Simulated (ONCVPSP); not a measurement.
## An all-electron radial function and its pseudo partner (phosphorus)

Columns: radius, all-electron u(r) and pseudo u(r) of the 3s shell (level -14.02 eV) of phosphorus in the configuration [Ne] 3s2 3p3; LDA (Perdew-Wang 92), scalar-relativistic, ONCV scheme, ONCVPSP 4.0.1.

| r (bohr) | all-electron | pseudo |
| --- | --- | --- |
| 0.082 | 0.1664 | 0.0224 |
| 0.165 | -0.0859 | 0.0456 |
| 0.248 | -0.2946 | 0.0709 |
| 0.330 | -0.3778 | 0.1005 |
| 0.413 | -0.3560 | 0.1376 |
| 0.495 | -0.2658 | 0.1818 |
| 0.578 | -0.1363 | 0.2330 |
| 0.660 | 0.0066 | 0.2879 |
| 0.742 | 0.1494 | 0.3457 |
| 0.825 | 0.2845 | 0.4070 |
| 0.908 | 0.4049 | 0.4712 |
| 0.990 | 0.5069 | 0.5368 |
| 1.072 | 0.5915 | 0.6014 |
| 1.155 | 0.6600 | 0.6614 |
| 1.238 | 0.7123 | 0.7116 |
| 1.320 | 0.7495 | 0.7489 |
| 1.402 | 0.7741 | 0.7739 |
| 1.485 | 0.7877 | 0.7877 |
| 1.568 | 0.7917 | 0.7917 |
| 1.650 | 0.7878 | 0.7878 |
| 1.733 | 0.7771 | 0.7771 |
| 1.815 | 0.7612 | 0.7612 |
| 1.898 | 0.7409 | 0.7409 |
| 1.980 | 0.7176 | 0.7176 |
| 2.062 | 0.6918 | 0.6918 |
| 2.145 | 0.6641 | 0.6641 |

How many radial nodes do the two functions have?

The all-electron 3s function has n − l − 1 = 2; the pseudo-wave has 0, since the states of the same l below it are removed with the core.

At about which radius was the pseudo-wave matched?

1.65 bohr. The columns agree to 0.0005 from 1.40 bohr on; several derivatives are matched, so the curves merge somewhat inside the radius.

Is the pseudo-wave norm-conserving?

Yes: the ONCV scheme keeps the norm inside the radius equal to the all-electron one, which fixes the energy derivative of the logarithmic derivative at the level.
